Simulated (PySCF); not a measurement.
SeF₄, SMILES F[Se](F)(F)F. Atoms are numbered in the order given.

```xyz
5

Se     0.0000     0.0000    -0.3265
F      0.0000     1.7822    -0.1627
F      1.3241     0.0000     0.7794
F      0.0000    -1.7822    -0.1627
F     -1.3241     0.0000     0.7794
```
Charge 0, spin multiplicity 1.

The structure is a stationary point at TPSSh-D3(BJ)/def2-SVP. The isomer is the one that the SMILES or the coordinates give; other isomers of the formula were not compared.

The numbers are results of M06-2X/def2-TZVP (PySCF), not measurements.

Atomic charges (e):

```tsv
atom	Mulliken	IAO
Se1	1.18	2.04
F2	-0.35	-0.56
F3	-0.24	-0.46
F4	-0.35	-0.56
F5	-0.24	-0.46
```

Computed Mayer and Wiberg (Löwdin basis) orders of the bonds:
| bond | Mayer | Wiberg |
|---|---|---|
| Se1–F2 | 0.86 | 1.38 |
| Se1–F3 | 1.01 | 1.48 |
| Se1–F4 | 0.86 | 1.38 |
| Se1–F5 | 1.01 | 1.48 |
